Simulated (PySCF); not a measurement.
# P (phosphorus, neutral) across methods

[Ne] 3s1 3p3 3d1, high-spin 6D determinant (an excited configuration). All numbers are calculated (PySCF 2.14, the spin-free X2C one-electron Hamiltonian (Gaussian nucleus), in x2c-TZVPPall with one added diffuse shell each of s, p, d type (6s6p4d1f, 51 functions)).

```json
{"method": "LDA", "E (hartree)": "-340.2757", "mean ε 3s α (eV)": "-18.269", "mean ε 3p α (eV)": "-9.245", "mean ε 3d α (eV)": "0.480", "Σ⟨r²⟩ (bohr²)": "40.08", "⟨S²⟩": "8.750"}
{"method": "r2SCAN", "E (hartree)": "-341.5571", "mean ε 3s α (eV)": "-19.311", "mean ε 3p α (eV)": "-9.697", "mean ε 3d α (eV)": "0.475", "Σ⟨r²⟩ (bohr²)": "39.70", "⟨S²⟩": "8.750"}
{"method": "TPSS", "E (hartree)": "-341.5848", "mean ε 3s α (eV)": "-18.567", "mean ε 3p α (eV)": "-9.295", "mean ε 3d α (eV)": "0.489", "Σ⟨r²⟩ (bohr²)": "39.81", "⟨S²⟩": "8.750"}
{"method": "BLYP", "E (hartree)": "-341.5541", "mean ε 3s α (eV)": "-17.968", "mean ε 3p α (eV)": "-8.856", "mean ε 3d α (eV)": "0.698", "Σ⟨r²⟩ (bohr²)": "40.26", "⟨S²⟩": "8.750"}
{"method": "PBE", "E (hartree)": "-341.4089", "mean ε 3s α (eV)": "-18.310", "mean ε 3p α (eV)": "-9.216", "mean ε 3d α (eV)": "0.465", "Σ⟨r²⟩ (bohr²)": "39.87", "⟨S²⟩": "8.750"}
{"method": "PBE0", "E (hartree)": "-341.4407", "mean ε 3s α (eV)": "-20.658", "mean ε 3p α (eV)": "-10.639", "mean ε 3d α (eV)": "-0.115", "Σ⟨r²⟩ (bohr²)": "39.62", "⟨S²⟩": "8.750"}
{"method": "wB97M-V", "E (hartree)": "-341.5239", "mean ε 3s α (eV)": "-22.824", "mean ε 3p α (eV)": "-12.558", "mean ε 3d α (eV)": "-1.414", "Σ⟨r²⟩ (bohr²)": "40.00", "⟨S²⟩": "8.750"}
{"method": "BP86", "E (hartree)": "-341.6010", "mean ε 3s α (eV)": "-18.392", "mean ε 3p α (eV)": "-9.293", "mean ε 3d α (eV)": "0.348", "Σ⟨r²⟩ (bohr²)": "40.00", "⟨S²⟩": "8.750"}
{"method": "UHF", "E (hartree)": "-341.06986", "mean ε 3s α (eV)": "-27.159", "mean ε 3p α (eV)": "-14.452", "mean ε 3d α (eV)": "-1.642", "Σ⟨r²⟩ (bohr²)": "39.50", "⟨S²⟩": "8.750"}
```

The outer electron is Rydberg-like, and this basis confines it to a smaller radius and binds it less than a complete one would.

The highest occupied level is positive at LDA, r2SCAN, TPSS, BLYP, PBE, BP86: only the finite basis holds that electron, which in a density functional comes from self-interaction.
